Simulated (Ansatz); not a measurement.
Relaxation of CH$_{7}$BSn (10 atoms, charge 0, multiplicity 1), to a largest force component of 0.015 eV/Å in at most 40 steps.

Level of theory: Ansatz, RHF/def2-SVP.

```xyz
10
Properties=species:S:1:pos:R:3:forces:R:3
C -1.086 0.937 -0.681 0.13 3.06 0.02
B -0.203 -0.300 -0.754 0.27 -0.34 -0.30
Sn 1.090 -0.801 0.942 1.64 -0.24 1.40
H -2.120 0.679 -0.799 -0.91 -0.31 -0.19
H -0.869 1.663 -1.540 -0.20 -1.03 1.03
H -0.999 1.521 0.275 -0.10 -0.50 -0.96
H -0.177 -0.984 -1.709 -0.12 -0.36 -0.64
H 2.828 -0.788 0.415 -1.09 -0.07 0.45
H 0.917 0.408 2.262 0.14 -0.71 -0.69
H 0.702 -2.386 1.593 0.24 0.49 -0.12
```

Task: Where does it end, and by what steps?

Result: The run converged. After 8 steps the energy has fallen by 0.347 eV; H9 moved furthest, 0.25 Å.

| step | energy less start (eV) | largest force component (eV/Å) | accepted |
| --- | --- | --- | --- |
| 0 | 0.0000 | 3.059 | yes |
| 1 | -0.1684 | 1.857 | yes |
| 2 | -0.1879 | 1.324 | yes |
| 3 | -0.3361 | 0.400 | yes |
| 4 | -0.3454 | 0.076 | yes |
| 5 | -0.3464 | 0.017 | yes |
| 6 | -0.3466 | 0.021 | yes |
| 7 | -0.3467 | 0.028 | yes |
| 8 | -0.3467 | 0.009 | yes |

```xyz
10
Properties=species:S:1:pos:R:3
C -1.156 1.020 -0.730
B -0.217 -0.243 -0.707
Sn 1.182 -0.832 1.015
H -2.187 0.693 -0.911
H -0.891 1.637 -1.597
H -1.141 1.647 0.161
H -0.225 -0.961 -1.673
H 2.819 -0.847 0.498
H 1.079 0.242 2.352
H 0.820 -2.407 1.594
```

Whether the end is a true minimum wasn't checked by a vibrational analysis.

The run took 17 s on 1 thread of Arm Neoverse V2, on a shared host, peak memory 0.16 GiB.
